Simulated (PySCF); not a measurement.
Reading a saddle point

A first-order saddle point of GeH5Br, singlet, PBE0-D4/def2-TZVP, with one imaginary mode of 907i cm⁻¹:

Ge1  (-0.483, -0.408, -0.107)
Br2  (2.232, -0.074, 0.536)
H3  (0.044, -1.131, -1.338)
H4  (-1.860, 0.222, -0.451)
H5  (-0.579, -1.075, 1.257)
H6  (0.721, 1.083, 0.150)
H7  (-0.076, 1.382, -0.047)
(Å)

Computed with PySCF 2.14 with density fitting (its default auxiliary sets; JK sets also for MP2 and CCSD(T)) (basis: def2-TZVPP and def2-QZVPP); correlated methods freeze the cores. Filled d shells of the heavier atoms are correlated. The def2 sets are not built for correlating such inner shells, so the correlated values are less sure here. Extrapolation: Hartree–Fock as exp(−7.88 √X), correlation as X^−2.97.

Q: Which contacts change along the imaginary mode, and what lies on either side? (Judge from chemistry; the calculation decides.)

A: Computed: The step is GeH₃Br ([GeH3][Br]) + H₂ → GeH₄ + HBr, with the molecules in contact on both sides. Shortening one way: Ge1–H7, Br2–H6; lengthening the same way: Ge1–Br2, H6–H7.
```csv
pair,one side (Å),saddle (Å),other side (Å)
Ge1–H7,4.22,1.84,1.54
Br2–H6,3.23,1.94,1.42
Ge1–Br2,2.31,2.81,4.32
H6–H7,0.75,0.87,2.10
```

Q: Which side is lower, and how far does the saddle lie above each? (To be estimated.)

A: Computed: The side with Ge1–Br2, H6–H7 short is lower by 56.4 kJ/mol; the saddle lies 228.0 kJ/mol above it and 171.5 kJ/mol above the other (CCSD(T) at an estimated basis limit (MP2 extrapolated from triple and quadruple zeta, plus CCSD(T) − MP2 in triple zeta); electronic energies).

The T1 diagnostic stays at or below 0.011.

Labels in which every atom is bracketed show which atoms are joined, not bond orders.

For scale, one of the runs: CCSD(T)/def2-TZVPP, 166 basis functions, launched by `OMP_NUM_THREADS=4 python run.py`. Hardware: 4 CPU threads of an Arm Neoverse V2, shared host. Wall time 6.4 min; peak host memory 1.8 GiB.
